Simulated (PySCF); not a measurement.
**SrHg: one state, many levels of theory**

State: ¹Σ⁺ (singlet), closed shell. Set-up: basis Sr def2-SVP with ECP28, Hg def2-SVP with ECP60; scalar-relativistic core potentials; PySCF 2.14. De refers to Sr + Hg in their ground configurations, without counterpoise correction. A positive dipole means Sr(−)Hg(+). Levels whose curve was spin-contaminated or gave no clean fit are not listed.

| Level | Re (Å) | ωe (cm⁻¹) | De (eV) | μ (D) | CPU s a point (SCF and correlation, without the integrals) |
| --- | --- | --- | --- | --- | --- |
| RHF-MP2 | 4.112 | 18.6 | 0.072 | n/a | 0.11 |
| PBE | 3.944 | 33.2 | 0.091 | -0.10 | 0.47 |
| PW91 | 3.912 | 34.5 | 0.102 | -0.12 | 0.27 |
| r²SCAN | 3.886 | 32.8 | 0.077 | 0.21 | 0.45 |
| r²SCANh | 3.947 | 29.9 | 0.069 | 0.17 | 0.52 |
| PBE0 | 4.066 | 28.1 | 0.065 | 0.02 | 0.86 |
| MN15 | 3.975 | 33.0 | 0.112 | -0.08 | 0.52 |
| LC-ωPBE | 4.480 | 15.4 | 0.020 | 0.22 | 0.54 |

The bond length runs from 3.886 Å (r²SCAN) to 4.480 Å (LC-ωPBE). De spans 0.02 eV (LC-ωPBE, range-separated hybrid) to 0.11 eV (MN15, hybrid meta-GGA).

Correlated steps freeze no core orbitals. Closed-shell solutions of metal pairs were not tested for spin polarisation, which can lower them a little. The bond is weak. Basis-set superposition, not corrected here, can be much of De in a small basis, most of all at correlated wavefunction levels. Functionals without a dispersion term scatter widely for such bonds, and LDA overbinds them. Spin–orbit coupling is left out.

The whole job (state search and all levels along the bond) took about 2.1 min on 1 thread of Intel Xeon 6975P-C (shared host), peak memory 0.79 GiB.
